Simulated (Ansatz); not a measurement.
System: CH6BOSi, charge 0, multiplicity 2. It need not be the lowest isomer of its formula. 
Structure (B3LYP-D3(BJ)/def2-TZVP (Ansatz, a quantum-chemistry and plane-wave program) minimum search):
```xyz
10

C      1.7896     0.6191     0.1180
Si     0.5260    -0.7606    -0.1269
B     -1.4200    -0.2459    -0.0516
O     -1.9601     0.9597     0.1515
H      1.6749     1.3898    -0.6461
H      1.6634     1.0916     1.0937
H      2.8078     0.2282     0.0578
H      0.7209    -1.8091     0.9088
H      0.7366    -1.4047    -1.4500
H     -2.9250     0.9907     0.1504
```
Charge 0, spin multiplicity 2.

Basis-set convergence of Hartree-Fock and CCSD correlation energies (hartree) with Ansatz. Correlated levels leave the core frozen unless marked. UHF or UKS for open shells. Spin-orbit coupling is left out. No relativistic terms.

```tsv
basis	functions	E(HF)	E(corr, CCSD)
cc-pV(D+d)Z	95	-429.84202	-0.54693
cc-pV(T+d)Z	213	-429.90104	-0.66210
cc-pV(Q+d)Z	409	-429.91488	-0.69940
```

Extrapolating the two largest sets (X = 3 and 4) as X^-3: E(corr) = (64·(-0.69940) - 27·(-0.66210))/37 = -0.7266 Eh, an estimate of the basis-set limit. The largest set recovers 96.3 % of it, the smallest 75.3 %.
